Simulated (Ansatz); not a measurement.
Al(Me)2(F) (C₂H₆AlF), SMILES [Al]([CH3])([F])[CH3]. Atoms are numbered in the order given.

```xyz
10

Al    -0.0200     0.0757    -0.0093
C      1.7569    -0.2337    -0.7370
H      2.2484    -1.1153    -0.2955
H      2.4065     0.6353    -0.5318
H      1.7357    -0.3595    -1.8313
C     -0.7184    -0.5828     1.6823
H     -1.3258    -1.4894     1.5137
H     -1.3792     0.1532     2.1674
H      0.0782    -0.8557     2.3925
F     -1.0582     1.0072    -0.9371
```
Charge 0, spin multiplicity 1.

Coordinates come from a PBE0-D3(BJ)/def2-SVP optimisation. The isomer is the one that the SMILES or the coordinates give; other isomers of the formula were not compared.

Two levels are set side by side: PBE-D3(BJ)/def2-SVP (Ansatz, an electronic-structure program) and PBE0-D3(BJ)/def2-SVP (Ansatz). Each level has its own optimised geometry; the coordinates shown are those of the second. Differences are taken from unrounded values.

| quantity | PBE0-D3(BJ) | PBE-D3(BJ) | PBE-D3(BJ) minus PBE0-D3(BJ) |
|---|---|---|---|
| mean bond length (Å) | 1.353 | 1.363 | 0.009 |
| bond Al1–C2 (Å) | 1.945 | 1.956 | 0.011 |
| bond Al1–C6 (Å) | 1.945 | 1.956 | 0.011 |
| bond Al1–F10 (Å) | 1.675 | 1.690 | 0.014 |
| bond C2–H3 (Å) | 1.102 | 1.109 | 0.008 |
| bond C2–H4 (Å) | 1.104 | 1.112 | 0.008 |
| bond C2–H5 (Å) | 1.102 | 1.110 | 0.008 |
| bond C6–H7 (Å) | 1.104 | 1.112 | 0.008 |
| bond C6–H8 (Å) | 1.102 | 1.110 | 0.008 |
| bond C6–H9 (Å) | 1.102 | 1.109 | 0.008 |

GGA bonds tend to be longer and softer than those of functionals with exact exchange. Differences between two approximate levels are no errors against the true value.
